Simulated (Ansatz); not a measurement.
```yaml
crystal:
  periodic: [false, false, false]
  atoms:
    - {symbol: F, position_ang: [0.144188, -0.113430, 1.764351]}
    - {symbol: Ge, position_ang: [0.072331, -0.069488, 0.050025]}
    - {symbol: F, position_ang: [1.295611, -1.163102, -0.453566]}
    - {symbol: Xx, position_ang: [-2.121036, -0.926807, -0.682823]}
    - {symbol: I, position_ang: [0.658706, 2.199227, -0.719389]}
basis:
  gaussian: {orbitals: def2-mTZVP}
total_charge: -1
magnetization: {spin_polarized: true, initial_magnetization: 1}
hamiltonian: {xc: {name: revPBE0}, dispersion: d4}
accuracy: high
```

```sh
$ ansatz run in.yaml --threads 4 --pin off --events-out ev --progress --plain --max-ram 10444MiB
```

(1) How does Ansatz answer? (Best estimate.)

Answers

(1) Computed: The program refused the input.
```
Error: YAML parse error: error: line 7 column 16: `Xx` is not an element symbol (H … Og, case-exact)
 --> <input>:7:16
5 |     - {symbol: Ge, position_ang: [0.072331, -0.069488, 0.050025]}
6 |     - {symbol: F, position_ang: [1.295611, -1.163102, -0.453566]}
7 |     - {symbol: Xx, position_ang: [-2.121036, -0.926807, -0.682823]}
8 |     - {symbol: I, position_ang: [0.658706, 2.199227, -0.719389]}
9 | basis:
```
